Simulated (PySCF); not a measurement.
# Dipole moment and polarisability of `C#CC/P=P/C(=C)C`

Species: C6H8P2.
Cartesian coordinates in Å at the GFN2-xTB level; atoms count from 1:
```
atom  x, y, z in Å
C1     4.5923   -0.3431   -0.0457
C2     3.4879   -0.7387    0.1930
C3     2.1448   -1.1858    0.4647
P4     0.8850    0.0741   -0.1613
P5    -0.8012   -0.9159    0.4038
C6    -2.0865    0.2358   -0.1660
C7    -3.3501   -0.1262    0.0563
C8    -1.7349    1.5187   -0.8481
H9     5.5671   -0.0132   -0.2462
H10    1.9690   -2.1448   -0.0308
H11    2.0123   -1.3195    1.5421
H12   -3.5943   -1.0530    0.5487
H13   -4.1815    0.4907   -0.2464
H14   -2.6364    2.0681   -1.1126
H15   -1.1611    1.3221   -1.7543
H16   -1.1200    2.1398   -0.1962
```

Level: PBE0/def2-SVPD (PySCF), static field, nuclei fixed, core orbitals frozen in the response. The polarisability tensor in these axes (au):

```
x   212.01   1.91  -4.63
y     1.91 100.46 -11.75
z    -4.63 -11.75  84.45
```

**Question.** Diagonalise the tensor; give its mean and Δα, where Δα² is half the sum of the squared differences of the eigenvalues.

**Answer.** Principal values 78.16, 106.53 and 212.23 au; mean 132.31 au = 19.61 Å³ = 21.81 × 10⁻⁴⁰ C²·m²/J; Δα = 122.38 au (92 % of the mean).

**Question.** What is the dipole moment, and where does it point?

**Answer.** (-1.27, 0.27, -0.11) D, 1.30 D in size, pointing from the negative to the positive side. Measured along this direction, the outermost atoms are H9 at the negative end and H13 at the positive end.

**Question.** Find the Langevin capture rate constant for H3+ (3.023 u) meeting this molecule (142.010 u), k = 2.342 × 10⁻⁹ cm³/s × √(α in Å³ / reduced mass in u).

**Answer.** The reduced mass is 2.96 u, so k = 6.03 × 10⁻⁹ cm³/s. The formula leaves out the permanent dipole, which adds to the capture rate.

**Question.** What molar refraction does this α imply?

**Answer.** Lorentz–Lorenz: R = (4π/3)N_A α = 2.5225 cm³/(mol·Å³) × 19.61 Å³ = 49.5 cm³/mol, in the limit of long wavelengths.

**Question.** In TDDFT the mean static polarisability is Σ f/ω² over all singlet excitations (ω in hartree). How much of it do the 8 lowest give? Their energies (eV) and oscillator strengths: 3.07, 0.0000; 3.86, 0.2084; 3.99, 0.0002; 4.43, 0.0431; 5.01, 0.0043; 5.10, 0.0118; 5.81, 0.0024; 5.93, 0.0022.

**Answer.** They add up to 12.53 au, 9.5 % of the 132.31 au; the largest single term is 10.33 au, from the state at 3.86 eV. Terms in order: 0.00, 10.33, 0.01, 1.63, 0.13, 0.34, 0.05, 0.05 au. Higher excitations give the rest. The strengths listed sum to 0.272.

**Question.** Orientational against electronic polarisability at 250 K (dilute gas, rigid molecules)?

**Answer.** In Gaussian units μ²/3kT = 16.42 Å³ against 19.61 Å³, a ratio of 0.84; the Debye molar polarisation (4π/3)N_A(α + μ²/3kT) is 90.9 cm³/mol, leaving out the vibrational part.

**Question.** Refractivity n − 1 of an ideal gas of it at 350 K and 1 atm, from the electronic α?

**Answer.** N = p/kT = 2.0968 × 10¹⁹ cm⁻³, so n − 1 = 2π × N × 19.61 × 10⁻²⁴ cm³ = 2583 × 10⁻⁶ at long wavelengths.

One conformer (not necessarily the lowest) at the GFN2-xTB geometry, without solvent, vibrations or thermal averaging. GFN2-xTB frequencies show an imaginary mode (30i cm⁻¹), so this geometry is no minimum at that level.

These values come from a run that also computed excited states. Hardware: Arm Neoverse V1, one thread, shared host. Cost: 50 s of wall time.
